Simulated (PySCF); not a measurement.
## A run with a changed setting

The sound run of [Lu(NH3)8]3+ (singlet in the valence; each metal's 4f electrons, 14 of them, lie in its core potential, out of spins and levels) uses PySCF 2.14.0, RKS BP86, Lu lcecp-1-SVP with ECP60, N def2-SVP, H def2-SVP; non-relativistic Hamiltonian with scalar-relativistic core potentials where named; density fitting; no spin-orbit coupling, grid (50, 194), threshold 1e-8 and 55 cycles at the relaxed geometry. This run, with dm0 from free metal ions and neutral atoms, differs:

```python
mol = gto.M(atom='''
Lu     0.00000    -0.00000     0.00056
N      2.13679     0.06246     1.41973
H      1.98108     0.00486     2.44300
H      2.81307    -0.70353     1.25004
H      2.72195     0.91212     1.32707
N     -0.06246     2.13679     1.41973
H     -0.00486     1.98108     2.44300
H      0.70353     2.81307     1.25004
H     -0.91212     2.72195     1.32707
N     -2.13679    -0.06246     1.41973
H     -1.98108    -0.00486     2.44300
H     -2.81307     0.70353     1.25004
H     -2.72195    -0.91212     1.32707
N      0.06246    -2.13679     1.41973
H      0.00486    -1.98108     2.44300
H     -0.70353    -2.81307     1.25004
H      0.91212    -2.72195     1.32707
N      1.47274     1.54987    -1.41939
H      2.49232     1.48530    -1.24868
H      1.40403     1.39651    -2.44231
H      1.28730     2.56498    -1.32960
N     -1.54987     1.47274    -1.41939
H     -1.48530     2.49232    -1.24868
H     -1.39651     1.40403    -2.44231
H     -2.56498     1.28730    -1.32960
N     -1.47274    -1.54987    -1.41939
H     -2.49232    -1.48530    -1.24868
H     -1.40403    -1.39651    -2.44231
H     -1.28730    -2.56498    -1.32960
N      1.54987    -1.47274    -1.41939
H      1.48530    -2.49232    -1.24868
H      1.39651    -1.40403    -2.44231
H      2.56498    -1.28730    -1.32960''',
    basis={'Lu': 'lcecp-1-SVP', 'N': 'def2-SVP', 'H': 'def2-SVP'},
    ecp={'Lu': 'lcecp-1-SVP'},
    charge=3, spin=0)
mf = dft.RKS(mol, xc='B88,P86')
mf.grids.atom_grid = (50, 194)  # f atoms: unpruned, at least (60, 302)
mf = mf.density_fit()  # fitting sets: Lu AutoAux, N def2-universal-JKFIT, H def2-universal-JKFIT
mf.conv_tol = 1e-08; mf.max_cycle = 5
mf.kernel(dm0)
```

**Question.** What was changed, and how did it end?

**Answer.** The cycle limit was cut. The SCF did not converge. These settings are unsound on purpose: the numbers aren't the compound's.
```
init E= -484.306979473793
cycle= 1 E= -490.033582187908  delta_E= -5.73  |g|= 2.63  |ddm|= 5.22
cycle= 2 E= -486.908547064606  delta_E= 3.13  |g|= 4.33  |ddm|= 7.94
cycle= 3 E= -491.509429741904  delta_E= -4.6  |g|= 0.244  |ddm|= 6.27
cycle= 4 E= -491.521031790491  delta_E= -0.0116  |g|= 0.112  |ddm|= 0.345
cycle= 5 E= -491.524892388694  delta_E= -0.00386  |g|= 0.0128  |ddm|= 0.21
SCF not converged.
```

Run from Python with OMP_NUM_THREADS=8; the lines above give its settings.
It took 6.1 s on 8 threads of Arm Neoverse V1, on a shared host.

An lcecp potential fixes the number of 4f electrons, so in runs with it no electron can move into or out of that shell.
